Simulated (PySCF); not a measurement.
All values are calculated (PySCF): shieldings: GIAO PBE0/pcSseg-1, geometry from GFN2-xTB. No solvent model, one computed conformer, relativity neglected, averaged over atoms made equivalent by symmetry, fast rotation or ring inversion.

Referencing at the same level of theory: ¹H and ¹³C against TMS. Shifts are as computed. Against solution values, carbons near 30 ppm lie about +3 ppm off and those near 130 ppm about +5 ppm. Of 1211 compounds with measured shifts, 218 miss one by over three times the rms of a fit or turn the order of signals round; such compounds aren't used in these exercises. OH and NH positions are gas-phase values without hydrogen bonding to other molecules.

Question: Order these molecules by the shift of their most shielded carbon-bound hydrogen, lowest δ first.
A. Cc1cnc2ccccc2c1
B. F[C@@H]1[C@@H]2C[C@@H]2C[C@H]1F
C. [SiH3]Nc1coc([SiH3])c1
D. C/C=C1/CC[C@@H]1C(F)F
E. C=C[SiH2][C@@H](C#N)O[SiH3]
F. N#C/C=C\[C@]12C=C[C@H](C=C1)C2

Answer: B (0.28 ppm, hydrogen on a three-membered-ring carbon), D (1.83 ppm, hydrogen on an allylic methyl carbon), F (2.25 ppm, hydrogen on an sp3 CH2 in a ring), A (2.68 ppm, hydrogen on a methyl carbon on an aromatic ring), E (4.23 ppm, hydrogen on an sp3 CH bonded to O and Si, α to a nitrile), C (6.78 ppm, hydrogen on an aromatic CH).

Question: Order these molecules by the shift of their most shielded carbon, lowest δ first.
A. C/C=C1/CC[C@@H]1C(F)F
B. F[C@@H]1[C@@H]2C[C@@H]2C[C@H]1F
C. C=C[SiH2][C@@H](C#N)O[SiH3]
D. Cc1cnc2ccccc2c1
E. [SiH3]Nc1coc([SiH3])c1

Answer: B (10.4 ppm, three-membered-ring carbon), A (17.3 ppm, allylic methyl carbon), D (21.4 ppm, methyl carbon on an aromatic ring), C (51.0 ppm, sp3 CH bonded to O and Si, α to a nitrile), E (119.9 ppm, aromatic CH).

Question: How many ¹³C and ¹H signals does each give (equivalence by symmetry and fast rotation, but not about amide C–N or C=N bonds)? `Cc1cnc2ccccc2c1`, `C=C[SiH2][C@@H](C#N)O[SiH3]`, `F[C@@H]1[C@@H]2C[C@@H]2C[C@H]1F`, `C/C=C1/CC[C@@H]1C(F)F`, `N#C/C=C\[C@]12C=C[C@H](C=C1)C2`, `[SiH3]Nc1coc([SiH3])c1`

Answer: Cc1cnc2ccccc2c1: 10 C, 7 H; C=C[SiH2][C@@H](C#N)O[SiH3]: 4 C, 7 H; F[C@@H]1[C@@H]2C[C@@H]2C[C@H]1F: 6 C, 8 H; C/C=C1/CC[C@@H]1C(F)F: 7 C, 8 H; N#C/C=C\[C@]12C=C[C@H](C=C1)C2: 8 C, 6 H; [SiH3]Nc1coc([SiH3])c1: 4 C, 5 H.
